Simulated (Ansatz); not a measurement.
H5PSi, charge -1, doublet, at a GFN2-xTB geometry (a state made from the parent by changing its charge; the spin is typed, not shown lowest) (a gas-phase anion, which may not be bound at this level), atoms displaced at random by about 0.05 Å a coordinate. Base run: PBE0/pcseg-1 (Ansatz, a first-principles code).

The Ansatz input:
Ansatz 0.2 input:
```yaml
crystal:
  periodic: [false, false, false]
  atoms:
    - {symbol: Si, position_ang: [-1.14722477, -0.12293334, 0.03305364]}
    - {symbol: P, position_ang: [1.26436324, 0.10471692, -0.19337167]}
    - {symbol: H, position_ang: [-2.28180760, -1.00844376, -0.48425711]}
    - {symbol: H, position_ang: [-1.54628788, 1.27738805, -0.27726949]}
    - {symbol: H, position_ang: [-1.34985827, -0.24071263, 1.37209493]}
    - {symbol: H, position_ang: [1.33324350, -1.32836190, 0.10178412]}
    - {symbol: H, position_ang: [2.18657083, 0.34722641, 0.85500429]}
basis:
  gaussian:
    orbitals: pcseg-1.json
hamiltonian:
  xc: pbe0
total_charge: -1
magnetization: {spin_polarized: true, initial_magnetization: 1}
relax: {}
```
The basis file holds pcseg-1 in the JSON format of the Basis Set Exchange.

Variants of this job, named by their change:

```tsv
change	ΔE vs base (kcal/mol)	optimiser steps	core-seconds (rough)
base	0.000	24	50
relax = max_displacement: 0.5	0.000	28	60
relax = escape_saddle: false	0.000	24	50
relax = f_tol: 0.1	1.54	7	20
relax = f_tol: 0.002	0.000	28	90
relax = max_displacement: 0.02	0.000	96	200
relax = f_tol: 0.05	0.000	26	60
```

A gas-phase anion may not be bound at this level; its values then depend on the basis.
